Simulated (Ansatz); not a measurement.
`C[O][Ti]1234([Cl])([N](C)C)[C@H]5[C@@H]1[C@@H]2[C@@H]3[C@H]54` + H₂O → `C[O][Ti]1234([OH])([N](C)C)[C@H]5[C@@H]1[C@@H]2[C@@H]3[C@H]54` + HCl  (formal hydrolysis of a Ti–Cl bond)

Computed with Ansatz on PBE0-D4/def2-TZVP structures; ΔE is electronic, products minus reactants. CCSD(T)/CBS adds triple-zeta CCSD(T) − MP2 to the extrapolated MP2 energy (def2 sets, frozen cores). This one scheme is used for every species. DFT in def2-TZVPP. HSE06 is defined as in plane-wave codes. For Ti outer-core shells are correlated without core-valence functions, which leaves a few kJ/mol of doubt a bond. Scalar relativity is left out up to krypton. Each species was taken in one conformer, which may not be the lowest.

Question: Is it downhill or uphill in electronic energy at CCSD(T)/CBS, and by how much? (Estimate.)

Answer: Ansatz gave: Uphill: ΔE = +75.8 kJ/mol.

Question: What do these levels give: BLYP-D4, r2SCAN0-D4, ωB97M-V, revPBE, HSE06, BHLYP, LC-ωPBE, CCSD/def2-TZVPP, HF/def2-QZVPP, HF/CBS(def2), MP2/CBS(def2), CCSD/CBS(def2)? (Best estimate.)

Answer: Computed: BLYP-D4 63.8, r2SCAN0-D4 70.1, ωB97M-V 64.3, revPBE 64.2, HSE06 69.8, BHLYP 63.9, LC-ωPBE 61.9, CCSD/def2-TZVPP 60.6, HF/def2-QZVPP 60.8, HF/CBS(def2) 61.0, MP2/CBS(def2) 91.5, CCSD/CBS(def2) 68.1 kJ/mol.

Largest T1 diagnostic among the species: 0.022, so the coupled-cluster value is less sure than usual.

At CCSD(T), def2-SVP lies −14.0 kJ/mol from the extrapolated value and def2-TZVPP −7.5 kJ/mol. In def2-TZVPP, CCSD(T) changes the Hartree–Fock value by +8.6 kJ/mol (the triples alone add +7.6 kJ/mol) and MP2 by +24.3 kJ/mol. Leaving LDA and LC-ωPBE aside and taking each functional with its dispersion term where it has one, the values, not all of them listed here, spread over 17.0 kJ/mol, from CAM-B3LYP-D4 to PBE-QIDH.
